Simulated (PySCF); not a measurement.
AlHCl2, SMILES [Cl][AlH][Cl]. The structure is a stationary point at PBE0-D3(BJ)/def2-TZVP.

Computed equilibrium geometry at PBE0-D3(BJ)/def2-TZVP (PySCF confirms it by a frequency run) as Cartesian coordinates in Å, and its point group:
point group C2v.
```xyz
4

Al     0.0000     0.0000    -0.7247
H      0.0000     0.0000    -2.2880
Cl     0.0000     1.7867     0.3444
Cl     0.0000    -1.7867     0.3444
```
Charge 0, spin multiplicity 1.
